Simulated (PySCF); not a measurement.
## Ionisation energy of Zr by level of theory

Zr [Kr] 4d2 5s2 (3F) → Zr⁺ [Kr] 4d2 5s1 (4F), as a difference of total energies. All numbers are calculated (PySCF 2.14, the spin-free X2C one-electron Hamiltonian (Gaussian nucleus), in ANO-RCC-VTZP). Correlated levels: valence: [Kr] frozen; valence and next inner shell: [Ar] 3d10 frozen. The calculations carry no spin-orbit coupling.

**Question.** Order these methods by the ionisation energy they give, lowest first.
A. PBE
B. MP2 (valence)
C. LDA
D. MP2 (valence and next inner shell)

**Answer.** B (6.053 eV), D (6.318 eV), A (6.418 eV), C (6.726 eV).

Errors of the correlated levels include the incompleteness of this basis and the frozen core.

MP2 underrates the near-degeneracy of ns² with np² in the lower species.

For comparison: 6.639 eV (measured; NIST levels, between the centres of gravity of the two terms).
